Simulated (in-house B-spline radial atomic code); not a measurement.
The outermost shell (largest non-relativistic mean radius) with and without relativity; Dirac values are averaged over j. Computed with a radial B-spline atomic code at the basis-set limit: non-relativistic Hartree-Fock and Dirac-Hartree-Fock, averages of the configuration (point nuclei without relativity, finite nuclei with it).

```json
{"ion": "B", "configuration": "[He] 2s2 2p1", "outermost shell": "2p", "radius non-relativistic (bohr)": "2.2048", "radius Dirac (bohr)": "2.205", "radius change (%)": "0.011121", "level non-relativistic (eV)": "-8.432", "level Dirac (eV)": "-8.4288", "spin-orbit splitting (eV)": "0.0025293"}
{"ion": "C", "configuration": "[He] 2s2 2p2", "outermost shell": "2p", "radius non-relativistic (bohr)": "1.7425", "radius Dirac (bohr)": "1.7427", "radius change (%)": "0.0077517", "level non-relativistic (eV)": "-11.072", "level Dirac (eV)": "-11.068", "spin-orbit splitting (eV)": "0.0078551"}
{"ion": "N", "configuration": "[He] 2s2 2p3", "outermost shell": "2p", "radius non-relativistic (bohr)": "1.4466", "radius Dirac (bohr)": "1.4467", "radius change (%)": "0.0037859", "level non-relativistic (eV)": "-13.841", "level Dirac (eV)": "-13.835", "spin-orbit splitting (eV)": "0.018983"}
{"ion": "O", "configuration": "[He] 2s2 2p4", "outermost shell": "?", "radius non-relativistic (bohr)": "?", "radius Dirac (bohr)": "?", "radius change (%)": "?", "level non-relativistic (eV)": "?", "level Dirac (eV)": "?", "spin-orbit splitting (eV)": "?"}
{"ion": "F", "configuration": "[He] 2s2 2p5", "outermost shell": "?", "radius non-relativistic (bohr)": "?", "radius Dirac (bohr)": "?", "radius change (%)": "?", "level non-relativistic (eV)": "?", "level Dirac (eV)": "?", "spin-orbit splitting (eV)": "?"}
{"ion": "Ne", "configuration": "[He] 2s2 2p6", "outermost shell": "2p", "radius non-relativistic (bohr)": "0.96527", "radius Dirac (bohr)": "0.96514", "radius change (%)": "-0.013322", "level non-relativistic (eV)": "-23.141", "level Dirac (eV)": "-23.124", "spin-orbit splitting (eV)": "0.12414"}
{"ion": "Mg", "configuration": "[Ne] 3s2", "outermost shell": "3s", "radius non-relativistic (bohr)": "3.2529", "radius Dirac (bohr)": "3.248", "radius change (%)": "-0.15211", "level non-relativistic (eV)": "-6.886", "level Dirac (eV)": "-6.8965", "spin-orbit splitting (eV)": "-"}
{"ion": "Al", "configuration": "[Ne] 3s2 3p1", "outermost shell": "3p", "radius non-relativistic (bohr)": "3.4339", "radius Dirac (bohr)": "3.436", "radius change (%)": "0.061554", "level non-relativistic (eV)": "-5.713", "level Dirac (eV)": "-5.7031", "spin-orbit splitting (eV)": "0.014586"}
{"ion": "Si", "configuration": "[Ne] 3s2 3p2", "outermost shell": "3p", "radius non-relativistic (bohr)": "2.7877", "radius Dirac (bohr)": "2.7885", "radius change (%)": "0.030232", "level non-relativistic (eV)": "-7.585", "level Dirac (eV)": "-7.5736", "spin-orbit splitting (eV)": "0.031218"}
{"ion": "P", "configuration": "[Ne] 3s2 3p3", "outermost shell": "3p", "radius non-relativistic (bohr)": "2.3688", "radius Dirac (bohr)": "2.369", "radius change (%)": "0.0077672", "level non-relativistic (eV)": "-9.539", "level Dirac (eV)": "-9.5262", "spin-orbit splitting (eV)": "0.056399"}
{"ion": "S", "configuration": "[Ne] 3s2 3p4", "outermost shell": "3p", "radius non-relativistic (bohr)": "2.0693", "radius Dirac (bohr)": "2.069", "radius change (%)": "-0.011813", "level non-relativistic (eV)": "-11.601", "level Dirac (eV)": "-11.586", "spin-orbit splitting (eV)": "0.092271"}
{"ion": "Cl", "configuration": "[Ne] 3s2 3p5", "outermost shell": "3p", "radius non-relativistic (bohr)": "1.842", "radius Dirac (bohr)": "1.8415", "radius change (%)": "-0.030546", "level non-relativistic (eV)": "-13.780", "level Dirac (eV)": "-13.763", "spin-orbit splitting (eV)": "0.14123"}
{"ion": "Ar", "configuration": "[Ne] 3s2 3p6", "outermost shell": "?", "radius non-relativistic (bohr)": "?", "radius Dirac (bohr)": "?", "radius change (%)": "?", "level non-relativistic (eV)": "?", "level Dirac (eV)": "?", "spin-orbit splitting (eV)": "?"}
{"ion": "K", "configuration": "[Ar] 4s1", "outermost shell": "4s", "radius non-relativistic (bohr)": "5.2437", "radius Dirac (bohr)": "5.224", "radius change (%)": "-0.3759", "level non-relativistic (eV)": "-4.013", "level Dirac (eV)": "-4.0281", "spin-orbit splitting (eV)": "-"}
```

Problem. Fill in the row of O.

Solution. outermost shell: 2p; radius non-relativistic (bohr): 1.2391; radius Dirac (bohr): 1.2391; radius change (%): -0.00099783; level non-relativistic (eV): -16.767; level Dirac (eV): -16.758; spin-orbit splitting (eV): 0.039202.

Problem. Fill in the row of F.

Solution. outermost shell: 2p; radius non-relativistic (bohr): 1.0848; radius Dirac (bohr): 1.0847; radius change (%): -0.0066891; level non-relativistic (eV): -19.865; level Dirac (eV): -19.852; spin-orbit splitting (eV): 0.072615.

Problem. Fill in the row of Ar.

Solution. outermost shell: 3p; radius non-relativistic (bohr): 1.663; radius Dirac (bohr): 1.6621; radius change (%): -0.049254; level non-relativistic (eV): -16.082; level Dirac (eV): -16.064; spin-orbit splitting (eV): 0.20594.

Problem. Which member changes most?

Solution. Potassium (K): its 4s shell contracts by 0.4 %.
